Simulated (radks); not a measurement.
Results of a calculation; reference values are marked as such.
Isoelectronic series with 1 electrons, all held in the configuration 1s1, which need not be the ground one along the series. Level of theory: Dirac Kohn-Sham, PBE, spin-unpolarised, spherical densities, finite nucleus; Fermi nuclear charge, rms radius of each element as measured or else 0.836 A^(1/3) + 0.57 fm (a radial shooting solver on a logarithmic mesh with Libxc functionals). Total energies (hartree) and orbital eigenvalues (hartree):

ion    E (hartree)      1s1/2
H         -0.45893   -0.23860
He+       -1.90215   -1.43800
Li2+      -4.34457   -3.63529
Be3+      -7.78743   -6.83258
B4+      -12.23145  -11.03077
C5+      -17.67741  -16.23069
N6+      -24.12622  -22.43324
O7+      -31.57893  -29.63945
F8+      -40.03675  -37.85053
Ne9+     -49.50105  -47.06780
Al12+    -83.94900  -80.77275
Si13+    -97.45622  -94.03157
P14+    -111.97926  -108.3058
S15+    -127.52049  -123.5977
Cl16+   -144.08247  -139.9100
Ar17+   -161.66793  -157.2452
K18+    -180.27978  -175.6062
Ca19+   -199.92110  -194.9961
Sc20+   -220.59516  -215.4182
Ti21+   -242.30542  -236.8758

Estimate the row of Mg11+.

Answer. E (hartree) -71.45539; 1s1/2 -68.52716.
